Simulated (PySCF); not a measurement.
CH3ClF2Ge, SMILES [CH3][Ge]([F])([F])[Cl].

Geometry optimised at PBE0-D3(BJ)/def2-SVP. This is a generated structure with no PubChem entry under its InChIKey; it may be hypothetical.

Method: PySCF with PBE/def2-TZVP.

Symmetry labels are those of the subgroup Cs that the program uses (full group Cs).

Computed valence orbital energies around the gap with their symmetry:
```csv
orbital,symmetry,energy (eV)
HOMO−7,A',-10.75
HOMO−6,A',-10.55
HOMO−5,A",-9.71
HOMO−4,A',-9.69
HOMO−3,A",-9.48
HOMO−2,A',-8.77
HOMO−1,A",-8.24
HOMO,A',-8.16
LUMO,A',-1.54
LUMO+1,A",-0.02
LUMO+2,A',0.25
LUMO+3,A',0.42
```
